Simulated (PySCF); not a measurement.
H3O3Sn, doublet, geometry from GFN2-xTB (such geometries of metal compounds can be far from the true shape) (the spin is typed, not shown lowest) (core potentials on Sn). Base run: PBE0/def2-SV(P) in PySCF.

PySCF was given this input:
```python
from pyscf import gto, scf, dft

mol = gto.Mole()
mol.atom = '''
    Sn    0.11508878    0.22305898    0.15472439
    O     1.39548068   -0.46495238   -1.35804668
    H     1.93957294   -1.21832676   -1.12862537
    O    -0.32357472   -1.45045230    1.34138934
    H    -1.22714932   -1.51260070    1.65112149
    O    -1.68043063    0.73599431   -0.80143814
    H    -1.59866504    1.01326116   -1.71395169
'''
mol.basis = 'def2-sv(p)'
mol.ecp = {'Sn': 'def2-sv(p)'}
mol.spin = 1
mol.verbose = 4
mol.build()

mf = dft.UKS(mol)
mf.xc = 'pbe0'
mf.kernel()
```

The base run was repeated with changes; each row names its change, and settings that it needs were set with it.

```csv
change,ΔE vs base (µEh),SCF cycles,<S^2>,outcome
base,0.0,12,0.760,converged
init_guess = vsap,-,-,-,input refused
level_shift = 1.0 (with mf.max_cycle = 100),0.0,45,0.760,converged
solver = newton; init_guess = 1e,0.0,-,0.760,converged
init_guess = huckel,0.0,12,0.760,converged
level_shift = 0.3 (with mf.max_cycle = 100),0.0,22,0.760,converged
diis_space = 2,0.0,17,0.760,converged
DIIS = ADIIS,0.0,17,0.760,converged
conv_tol_grad = 1e-3,0.0,12,0.760,converged
conv_tol_grad = 1e-7,0.0,17,0.760,converged
conv_tol = 1e-6,0.4,9,0.760,converged
level_shift = 0.5 (with mf.max_cycle = 100),0.0,29,0.760,converged
DIIS = EDIIS,-,50,-,not converged
```

Open shells are given as the SCF converged; they aren't shown to be the lowest states, and a large step between rows can be another state.

- init_guess = vsap: ended with `AssertionError: ECP or PP not supported`
